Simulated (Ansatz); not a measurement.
`[CH3][Al]([Cl])[GaH2]` + HBr → `[CH3][Al]([Cl])[Br]` + `[GaH3]`  (cleavage of the Al–Ga bond)

Isolated molecules relaxed with PBE0-D4/def2-TZVP in Ansatz; ΔE leaves out vibrations. CCSD(T)/CBS adds triple-zeta CCSD(T) − MP2 to the extrapolated MP2 energy (def2 sets, frozen cores). DFT in def2-TZVPP. For Br, Ga outer-core shells are correlated without core-valence functions, which leaves a few kJ/mol of doubt a bond. Scalar relativity is left out up to krypton.

```tsv
level	ΔE (kJ/mol)
LC-ωPBE	-140.8
CCSD(T)/def2-SVP	-142.7
```

Q: What does CCSD(T)/CBS give? (Best estimate.)

A: The calculation gave: -139.1 kJ/mol. The listed levels differ from it by -1.7, -3.6 kJ/mol.

Largest T1 diagnostic among the species: 0.013.

Leaving LDA and LC-ωPBE aside and taking each functional with its dispersion term where it has one, the values, not all of them listed here, spread over 22.1 kJ/mol, from B97M-V to PBE-D4. At CCSD(T), def2-SVP lies −3.6 kJ/mol from the extrapolated value and def2-TZVPP +1.7 kJ/mol.
